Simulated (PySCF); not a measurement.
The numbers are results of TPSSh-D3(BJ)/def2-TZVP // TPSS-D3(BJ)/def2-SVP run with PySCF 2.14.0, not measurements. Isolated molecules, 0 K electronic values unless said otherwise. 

Reference species: [Ta(=O)(Cl)3] (neutral, multiplicity 1).

* **charge on the central atom (Mulliken)**: 1.32 e
* **coordination number**: 4
* **HOMO**: -8.97 eV

After one change: the charge on the central atom (Mulliken) increases by 0.06 e; the coordination number is nearly the same; the HOMO falls by 0.04 eV.

**Question.** What was changed between the two runs? The new species is one of these.
A. [Mo(=O)(Cl)4]
B. [V(=O)(Cl)3]
C. [Zr(Cl)4]
D. [W(=O)(Cl)4]

**Answer.** C, [Zr(Cl)4]
